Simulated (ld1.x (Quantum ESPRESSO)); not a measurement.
**germanium PAW: all-electron and pseudo phase curves**

```
Element                 : Ge
Generator               : ld1.x (Quantum ESPRESSO) 7.5
Type                    : PAW
Functional              : PBE
Relativity              : scalar-relativistic
Frozen core             : [Ne]
Valence charge          : 22
Reference configuration : 3s2 3p6 3d10 4s2 4p2
Partial waves           : 3s (bound): rcut 1.00, rcutus 1.15 bohr; 4s (bound): rcut 1.00, rcutus 1.15 bohr; 3p (bound): rcut 0.90, rcutus 0.95 bohr; 4p (bound): rcut 0.90, rcutus 0.95 bohr; 3d (bound): rcut 1.05, rcutus 1.40 bohr; 3d channel at -0.05 Ry: rcut 1.05, rcutus 1.40 bohr
Local potential         : all-electron potential smoothed inside 0.80 bohr (lloc = -2)
Core correction         : Bessel-smoothed model core inside 0.70 bohr
Augmentation charge     : PSQ, inside the norm-conserving radii
```

The phase is arctan(r·u′/u) with u = r·R(r), unwrapped; energies in Ry, scanned from -14 to 5 Ry. A pole is an energy at which the radial function vanishes at the test radius. The pseudo phase is shifted by a multiple of π to meet the all-electron one at the reference energy, and phase errors are pseudo minus all-electron; the curves can meet again beyond the range given. Levels narrower than the energy grid can be missing from the lists of poles.

Problem. For each channel, where are the poles, and over which energies does the pseudopotential scatter like the atom?

Solution.

| channel | radius (bohr) | reference energy (Ry) | poles, all-electron | poles, pseudo | unbroken range about the reference energy with phases within 0.05 rad | phase error 1 Ry above the reference energy (rad) |
| --- | --- | --- | --- | --- | --- | --- |
| s | 1.55 | -0.86 | -12.29 | -12.29 | the whole range | -0.000 |
| p | 1.55 | -0.29 | -8.33 | -8.33 | the whole range | -0.000 |
| d | 1.55 | -2.15 | -1.71 | -1.71 | below 3.2 | -0.000 |

Phases in the s channel:

| E (Ry) | all-electron | pseudo |
| --- | --- | --- |
| -14.00 | 1.359 | 1.359 |
| -13.04 | 1.308 | 1.308 |
| -12.08 | -1.678 | -1.678 |
| -11.12 | -1.757 | -1.757 |
| -10.16 | -1.781 | -1.781 |
| -9.20 | -1.801 | -1.801 |
| -8.24 | -1.821 | -1.821 |
| -7.28 | -1.845 | -1.845 |
| -6.32 | -1.874 | -1.874 |
| -5.36 | -1.912 | -1.912 |
| -4.40 | -1.965 | -1.965 |
| -3.44 | -2.042 | -2.042 |
| -2.48 | -2.169 | -2.169 |
| -1.52 | -2.404 | -2.404 |
| -0.56 | -2.889 | -2.889 |
| 0.40 | -3.621 | -3.621 |
| 1.36 | -4.120 | -4.120 |
| 2.32 | -4.363 | -4.364 |
| 3.28 | -4.494 | -4.495 |
| 4.24 | -4.575 | -4.577 |
